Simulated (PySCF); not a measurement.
A PySCF script (with the pyscf-properties extension) for the NMR shieldings of SMILES FCOC(C#C)=O, C4H3FO2, on a GFN2-xTB, dihedral held geometry:

```python
import basis_set_exchange as bse
import numpy as np
from pyscf import gto, dft
from pyscf.prop import nmr

atoms = """
C     2.814315   -0.054775   -0.701133
C     1.792174   -0.226445   -0.094901
C     0.555447   -0.425142    0.608553
O     0.320376   -1.334402    1.343686
O    -0.438982    0.478417    0.264185
C    -0.235296    1.824341    0.455130
F     0.596108    2.357696   -0.496777
H     3.704986    0.087837   -1.240550
H     0.222450    2.055827    1.428657
H    -1.208368    2.315561    0.340637
"""
names = dict.fromkeys(["C", "O", "F", "H"], "pcSseg-1")
basis = {el: gto.basis.parse(bse.get_basis(n, elements=[el], fmt="nwchem")) for el, n in names.items()}
mol = gto.M(atom=atoms, basis=basis, charge=0, verbose=0)
mf = dft.RKS(mol, xc="PBE0")
mf.grids.level = 2
mf.grids.alignment = dft.numint.BLKSIZE   # the property module wants whole blocks of grid points
mf.conv_tol = 1e-9
mf.kernel()

calc = nmr.RKS(mf)   # GIAO
C = mf.mo_coeff
Co = C[:, mf.mo_occ > 0]
resp = mf.gen_response(singlet=True, hermi=2)
def vind(x):   # induced exchange potential for any number of trial vectors
    d = np.einsum("pi,xij,qj->xpq", C, 2 * x.reshape(-1, C.shape[1], Co.shape[1]), Co, optimize=True)
    return np.einsum("xpq,pi,qj->xij", resp(d - d.transpose(0, 2, 1)), C, Co, optimize=True).ravel()
mo1, _ = nmr.rhf.solve_mo1(calc, with_cphf=vind)
sigma = calc.kernel(mo1)
for i, s in enumerate(sigma):   # ppm
    print("%2d %-2s %9.2f" % (i, mol.atom_pure_symbol(i), np.trace(s) / 3))
```

Question: Give the expected output.

Answer: 
```
 0 C      95.63
 1 C     107.78
 2 C      28.26
 3 O    -201.16
 4 O     100.21
 5 C      83.64
 6 F     341.40
 7 H      28.87
 8 H      25.90
 9 H      25.82
```

These numbers come from an equivalent density-fitted implementation of the same equations, which agrees with the script to about 0.01 ppm for H and up to a few tenths of a ppm for heavy atoms, so last digits may differ.

The geometry is no minimum: GFN2-xTB, dihedral held.

Size and cost of the density-fitted run: 134 basis functions, 13 s wall time on 1 thread of an Arm Neoverse V1, shared host.
